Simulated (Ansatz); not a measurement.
Two members of one family (InP nanocrystals, H-capped) that differ in charge, which shifts all levels, computed with Ansatz in the gas phase; def2 core potentials for In, no spin–orbit coupling. The two geometries come from different levels. The structures are stationary points that may keep the symmetry of their start.

First: In5P5H18, cut from wurtzite, disc (singlet, charge 0, r2SCAN-D4/def2-SVP geometry).

Cartesian coordinates in Å:
```
P 2.451 0.890 3.242
In 2.390 2.346 1.013
P 0.348 1.252 -0.196
In -0.382 2.595 -2.316
P -2.667 1.352 -2.894
In 2.601 -1.698 3.644
P 0.735 -2.243 1.834
In 0.575 -1.244 -0.574
P -1.831 -2.011 -1.239
In -3.228 -1.170 -3.336
H 3.512 1.429 4.022
H 1.394 1.348 4.075
H 1.917 3.918 1.546
H 3.806 1.881 0.148
H -0.742 1.346 0.718
H -0.872 4.170 -1.809
H 0.689 2.156 -3.593
H -3.641 1.807 -1.964
H -3.196 2.034 -4.024
H 1.900 -2.066 5.174
H 4.073 -2.253 2.950
H -0.534 -1.976 2.419
H 0.586 -3.652 1.714
H 1.780 -1.864 -1.627
H -2.615 -1.786 -0.073
H -1.845 -3.432 -1.197
H -2.323 -1.678 -4.709
H -4.883 -1.451 -2.946
```

```csv
level,HOMO (eV),LUMO (eV),gap (eV)
PBE-D4/def2-SVP,-6.11,-1.98,4.12
PBE0-D4/def2-SVP,-7.10,-1.27,5.83
```

Second: In6P7H20⁺, cut from zinc blende (singlet, charge 1, PBE-D4/def2-SVP geometry).

```xyz
33

P    -0.471    0.916    3.590
P    -1.686   -1.725   -3.550
P     0.646   -2.097    1.173
P    -2.306    0.130   -0.094
P     0.200    3.366    0.634
P     1.324    0.249   -1.877
P     3.077    1.033    1.847
In   -3.327   -1.935   -1.485
In   -1.550   -0.977    2.068
In    1.322    2.665    2.870
In    0.958   -1.793   -3.590
In    2.633   -0.840    0.013
In   -0.686    1.732   -1.280
H    -0.041    0.358    4.836
H    -1.562    1.689    4.103
H    -2.126   -0.639   -4.373
H    -2.083   -2.786   -4.429
H     1.140   -3.052    2.116
H     0.185   -3.014    0.175
H    -3.398    0.960    0.319
H    -0.853    4.268    0.991
H     1.076    4.333    0.043
H     2.273    1.147   -2.466
H     3.829    0.484    2.934
H     4.108    1.875    1.319
H    -2.689   -3.267   -0.564
H    -4.926   -1.482   -1.952
H    -2.549   -1.990    3.046
H     1.845    3.842    4.013
H     1.367   -3.133   -2.557
H     1.539   -1.268   -5.127
H     4.068   -1.772   -0.204
H    -1.337    2.723   -2.540
```

Estimate the same table for the second.


```csv
level,HOMO (eV),LUMO (eV),gap (eV)
PBE-D4/def2-SVP,-8.79,-5.00,3.79
PBE0-D4/def2-SVP,-9.80,-4.24,5.56
```
